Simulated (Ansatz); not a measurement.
`C[SiH](F)C#N` + `CCCC` → `CCCCC#N` + `C[SiH2]F`  (formal exchange of groups at a C–Si bond)

Isolated molecules relaxed with PBE0-D4/def2-TZVP in Ansatz; ΔE leaves out vibrations. CCSD(T)/CBS is the MP2 limit (def2-TZVPP, def2-QZVPP) plus CCSD(T) − MP2 in def2-TZVPP, frozen cores. One conformer a species, not always the lowest.

| level | ΔE (eV) |
| --- | --- |
| MP2/def2-TZVPP | 0.50 |
| HF/def2-QZVPP | 0.47 |

(1) What does CCSD(T)/CBS give? (An estimate is asked.)

(2) What do rigid-rotor, harmonic-oscillator terms from PBE0-D4/def2-TZVP frequencies (298.15 K, 1 bar) make of the CCSD(T)/CBS value? (Estimate.)

Largest T1 diagnostic among the species: 0.012.

Results:

(1) The calculation gave: +0.50 eV. The listed levels differ from it by 0.00, -0.03 eV.

(2) Ansatz gave: ΔZPE = -0.03 eV, ΔH = +0.46 eV, ΔS = -1 J/(mol·K), ΔG = +0.46 eV.

At CCSD(T), def2-SVP lies −0.08 eV from the extrapolated value and def2-TZVPP −0.00 eV. Leaving LDA and LC-ωPBE aside and taking each functional with its dispersion term where it has one, the values, not all of them listed here, spread over 0.07 eV, from PBE0-D4 to B2PLYP. LDA lies −0.09 eV from PBE without D4.
